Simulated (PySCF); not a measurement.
# Spin-rotation constants: SMILES N#CCC1(Br)CC1, C5H6BrN

Molfile (atoms numbered from 1):
```
C5H6BrN
     RDKit          3D

 13 13  0  0  0  0  0  0  0  0999 V2000
   -1.8624   -0.3917    2.0787 N   0  0  0  0  0  0  0  0  0  0  0  0
   -1.6025   -0.3730    0.9665 C   0  0  0  0  0  0  0  0  0  0  0  0
   -1.2600   -0.3466   -0.4338 C   0  0  0  0  0  0  0  0  0  0  0  0
    0.1953    0.0221   -0.6445 C   0  0  0  0  0  0  0  0  0  0  0  0
    0.6310    0.0488   -2.5472 Br  0  0  0  0  0  0  0  0  0  0  0  0
    1.2682   -0.4344    0.2897 C   0  0  0  0  0  0  0  0  0  0  0  0
    0.8900    1.0191    0.2245 C   0  0  0  0  0  0  0  0  0  0  0  0
   -1.9072    0.3808   -0.9371 H   0  0  0  0  0  0  0  0  0  0  0  0
   -1.4626   -1.3359   -0.8600 H   0  0  0  0  0  0  0  0  0  0  0  0
    0.9700   -1.0058    1.1572 H   0  0  0  0  0  0  0  0  0  0  0  0
    2.2190   -0.7336   -0.1252 H   0  0  0  0  0  0  0  0  0  0  0  0
    1.5840    1.7075   -0.2340 H   0  0  0  0  0  0  0  0  0  0  0  0
    0.3327    1.4433    1.0476 H   0  0  0  0  0  0  0  0  0  0  0  0
  1  2  3  0
  2  3  1  0
  3  4  1  0
  4  5  1  0
  4  6  1  0
  6  7  1  0
  7  4  1  0
  3  8  1  0
  3  9  1  0
  6 10  1  0
  6 11  1  0
  7 12  1  0
  7 13  1  0
M  END
```

Method used: GIAO CAM-B3LYP/pcSseg-1 magnetisability, rotational g tensor and spin-rotation constants, non-relativistic, gas phase in PySCF. Geometry: GFN2-xTB.

The calculation is non-relativistic, which matters for the atoms heavier than Zn.

Give the nuclear spin-rotation constants along the inertial axes (H = +C I·J) beside the isotropic shieldings.

Rotational constants 4.3459, 0.9601, 0.8430 GHz. A star marks the isotopologue with that one atom substituted, in its own axes.
| atom | isotope | Caa (kHz) | Cbb (kHz) | Ccc (kHz) | mean (kHz) | σ (ppm) |
| --- | --- | --- | --- | --- | --- | --- |
| N1 | 14N | 0.115 | 0.208 | 0.199 | 0.174 | -36.6 |
| Br5 | 79Br | 0.998 | 2.070 | 2.412 | 1.827 | 1978.1 |
| H8 | 1H | -0.458 | -0.061 | -0.013 | -0.177 | 28.7 |
| H9 | 1H | -0.458 | -0.061 | -0.014 | -0.177 | 28.7 |
| H10 | 1H | -0.137 | -0.100 | -0.061 | -0.099 | 30.4 |
| H11 | 1H | -0.266 | -0.068 | -0.065 | -0.133 | 30.5 |
| H12 | 1H | -0.267 | -0.068 | -0.065 | -0.133 | 30.5 |
| H13 | 1H | -0.136 | -0.100 | -0.061 | -0.099 | 30.4 |
| C2 | 13C* | 0.074 | 0.411 | 0.384 | 0.290 | 62.9 |
| C3 | 13C* | 0.618 | 0.144 | 0.156 | 0.306 | 156.4 |
| C4 | 13C* | 0.415 | 0.239 | 0.171 | 0.275 | 141.0 |
| C6 | 13C* | 0.371 | 0.128 | 0.174 | 0.224 | 168.4 |

For the geometry as given, no vibrational averaging.

How do the rotational constants and the g tensor change when H8, H9, H10, H11, H12, H13 are replaced by deuterium?

Constants 3.5551, 0.9328, 0.8090 GHz; g 0.0184, -0.0119, -0.0116, against 0.0225, -0.0123, -0.0121 before.
